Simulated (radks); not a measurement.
Results of a calculation; reference values are marked as such.
Q: Radial electron density D(r) = 4 pi r^2 rho(r) of an atom or ion with 33 electrons. Code: a radial shooting solver on a logarithmic mesh with Libxc functionals. Model: Dirac Kohn-Sham, exchange-only PBE, spin-unpolarised, spherical densities, point nucleus.

```
   r/bohr * D(r) (the largest magnitude, 55.1, reaches the edge; | marks zero)
  0.00156 |*
 0.001787 | *
 0.002048 | *
 0.002327 | *
 0.002666 |  *
 0.003055 |   *
   0.0035 |    *
 0.004009 |     *
 0.004593 |       *
 0.005263 |         *
 0.006029 |           *
 0.006853 |             *
 0.007851 |                *
 0.008995 |                   *
  0.01031 |                       *
  0.01181 |                           *
  0.01353 |                               *
   0.0155 |                                   *
  0.01775 |                                       *
  0.02018 |                                          *
  0.02312 |                                            *
  0.02649 |                                             *
  0.03035 |                                             *
  0.03477 |                                            *
  0.03983 |                                          *
  0.04563 |                                        *
  0.05228 |                                      *
  0.05942 |                                     *
  0.06808 |                                       *
  0.07799 |                                          *
  0.08936 |                                              *
   0.1024 |                                                   *
   0.1173 |                                                      *
   0.1344 |                                                      *
    0.154 |                                                   *
    0.175 |                                             *
   0.2005 |                                      *
   0.2297 |                                *
   0.2631 |                              *
   0.3015 |                                *
   0.3454 |                                   *
   0.3957 |                                      *
   0.4533 |                                     *
   0.5152 |                                 *
   0.5903 |                          *
   0.6763 |                  *
   0.7748 |            *
   0.8877 |        *
    1.017 |      *
    1.165 |     *
    1.335 |    *
    1.517 |   *
    1.738 |  *
    1.991 | *
    2.282 |*
    2.614 *
    2.995 *
    3.431 *
    3.931 *
    4.468 *
    5.119 *
```

What is the nuclear charge?

A: Z = 37. The innermost maximum, from 1s, lies near gamma/Z bohr with gamma = sqrt(1 - (Z/c)^2) = 0.963, here 0.026 bohr (found: 0.0282), and its height grows with Z. The density is that of the rubidium ion Rb4+ in [Ar] 3d10 4s2 4p3; the configuration itself is not fixed sharply by these data, and Z only to a few units. D(r) has 3 maxima, at r = 0.0282, 0.126, 0.412 bohr, and minima at 0.0585, 0.263 bohr, inside which lie 2.08, 11.05 electrons.
